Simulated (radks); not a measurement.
Results of a calculation; reference values are marked as such.
Neutral bromine inside a hard spherical wall (all orbitals vanish at R), configuration held at [Ar] 3d10 4s2 4p5 and not refilled when levels cross. Level of theory: non-relativistic Kohn-Sham, r2SCAN, spin-polarised, spherical densities, point nucleus; open shells are filled with parallel spins first; meta-GGA in the generalised Kohn-Sham scheme (a radial shooting solver on a logarithmic mesh with Libxc functionals). Eigenvalues in eV for spin up, with the zero of energy where the potential of the charges vanishes at infinity; a dash marks a level that is unbound or too diffuse for the functional's potential to be trusted. A positive occupied level is held by the wall or, in an anion where self-interaction has pushed it up, behind a barrier. The pressure on the wall is -dE/dV.

R (bohr)	E (hartree)	kinetic (hartree)	e(3p)	e(3d)	e(4s)	e(4p)	e(5s, empty)	e(5p, empty)	pressure (GPa)
free	-2574.14089	2572.641	-175.79	-69.684	-20.661	-8.641	-	-	0
15	-2574.14089	2572.641	-175.79	-69.684	-20.661	-8.641	-	-	< 0.0001
10	-2574.14087	2572.641	-175.79	-69.682	-20.659	-8.640	0.848	2.554	0.000649
7	-2574.13893	2572.661	-175.67	-69.562	-20.563	-8.546	2.920	6.400	0.148
6	-2574.13135	2572.721	-175.35	-69.246	-20.324	-8.302	5.070	9.787	0.990
5	-2574.09353	2572.975	-174.28	-68.183	-19.550	-7.464	9.903	16.466	7.22
3.5	-2573.55773	2575.603	-166.87	-60.859	-14.108	-1.031	36.522	47.955	196
3	-2572.72027	2578.956	-160.05	-54.144	-8.289	6.009	62.183	76.182	679
1.5	-2539.93386	2676.597	-78.131	29.214	139.46	168.05	519.59	537.00	96400
